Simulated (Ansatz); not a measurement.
A nudged elastic band was laid between two geometries of BrCl2HZn (5 atoms, charge 0, multiplicity 1).

Level of theory: Ansatz, RKS PBE0-D4/def2-SVP.

```
movable images  : 7
climbing image  : yes
spring          : 5.0 eV/Å²
optimiser       : quadratic models (default)
start path      : through a guess of the saddle point
force threshold : 0.05 eV/Å
iteration limit : 60
end points      : relaxed
```

Initial state:

```xyz
5
Properties=species:S:1:pos:R:3
Zn -0.030 0.000 0.132
Cl 0.522 0.000 2.205
Cl 0.140 0.000 -1.972
Br -2.723 0.000 0.887
H -1.955 0.000 2.105
```

Final state:

```xyz
5
Properties=species:S:1:pos:R:3
Zn -0.889 0.000 -0.245
Cl 0.219 0.000 2.163
Cl 0.645 0.000 -1.700
Br -2.980 0.000 0.650
H -1.041 0.000 2.489
```

(1) Which bonds break or form, and what moves?

(2) Give the energies along the band, and the barrier.

(3) What is the geometry of the highest image?

(4) What are the harmonic wavenumbers there?

## Answers

(1) Bonds broken: Zn1–Cl2, Br4–H5. Bonds formed: Zn1–Br4, Cl2–H5.

(2) The run converged. The highest image is number 3 of 0 to 8, 2.6 kcal/mol above the first end and 7.0 kcal/mol above the last; the last end lies 4.4 kcal/mol below the first. A vibrational analysis at the climbing image gives one clearly imaginary mode, 301i cm⁻¹: a first-order saddle point. The orbitals stay closed-shell, which can raise the energy where a bond breaks towards radicals; this wasn't checked here.

```
image  path coordinate (Å)  energy (kcal/mol)  Zn1–Cl2 (Å)  Br4–H5 (Å)  Zn1–Br4 (Å)
    0                 0.00                0.0         2.15        1.44         2.80
    1                 0.26                0.3         2.17        1.46         2.75
    2                 0.51                1.5         2.21        1.51         2.64
    3                 0.77                2.6         2.28        1.64         2.51
    4                 0.98                1.2         2.37        1.82         2.42
    5                 1.19               -1.4         2.48        2.03         2.35
    6                 1.40               -3.2         2.57        2.23         2.31
    7                 1.61               -4.1         2.63        2.44         2.29
    8                 1.82               -4.4         2.65        2.67         2.27
```

(3) 
```xyz
5
Properties=species:S:1:pos:R:3:forces:R:3
Zn -0.415 0.000 0.027 0.00 0.00 0.00
Cl 0.205 0.000 2.224 0.00 0.00 0.00
Cl 0.354 0.000 -1.941 0.00 0.00 0.00
Br -2.727 0.000 1.005 -0.01 0.00 -0.01
H -1.463 0.000 2.043 0.00 0.00 0.01
```

(4) 301i, 87, 89, 185, 311, 435, 539, 617, 1172 cm⁻¹.

Time of the run: 75 s on 2 threads of AMD EPYC 9R45 96-Core Processor (Zen 5), on a shared host, peak memory 0.29 GiB.
